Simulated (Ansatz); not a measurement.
Reaction (atomization): `O[SiH]1NC1(F)F` → C• + 2 F• + 3 H• + N• + O• + Si•

Program: Ansatz. Geometries: PBE0-D4/def2-TZVP. ΔE: electronic, gas phase. CBS: MP2 limit from def2 TZ/QZ plus the TZ coupled-cluster correction, frozen cores. This one scheme is used for every species, atoms too. For atomizations the MP2-based limit and the directly extrapolated one differ by several kJ/mol either way, and by 10 to 25 for some Ge, Se and Sn compounds, so smaller differences from it don't rank the levels. Functionals use def2-TZVPP. B3LYP here is the variant with VWN-RPA as its local correlation; programs differ in this. No spin–orbit coupling; open shells (•) take unrestricted orbitals. Spin–orbit coupling would lower the free atoms: a little for C, F, O, Si. One conformer a species, not always the lowest.

`O[SiH]1NC1(F)F`:

Cartesian coordinates in Å:
```
O -1.341 0.304 1.630
Si -0.809 -0.320 0.226
N 0.084 0.594 -0.883
C 0.947 -0.372 -0.342
F 2.009 0.112 0.365
F 1.484 -1.252 -1.226
H -0.771 0.927 2.087
H -1.868 -1.236 -0.224
H 0.265 1.244 -1.633
```

```
             level  ΔE (eV)  difference from CCSD(T)/CBS
            B97M-V    35.46                         0.01
          B3LYP-D4    35.31                        -0.14
          BHLYP-D4    33.48                        -1.97
            B2PLYP    34.98                        -0.47
              BLYP    35.29                        -0.16
            r2SCAN    35.54                         0.09
       HF/def2-SVP    22.89                       -12.56
  CCSD(T)/def2-SVP    32.48                        -2.97
SCS-MP2/def2-TZVPP    34.95                        -0.50
SCS-MP2/def2-QZVPP    35.81                         0.36
       CCSD(T)/CBS    35.45                            0
```

Largest T1 diagnostic among the species: 0.013.

From PBE to PBE0 (25 % exact exchange), in def2-TZVPP and without D4, ΔE moves by −1.33 eV: exact exchange takes away binding that semilocal exchange gives to molecules. The D4 term adds +0.30 eV with B3LYP and +0.16 eV with PBE0; it sums over pairs of atoms, weighted by their polarisabilities, and B3LYP, whose exchange is more repulsive, gets the larger term.
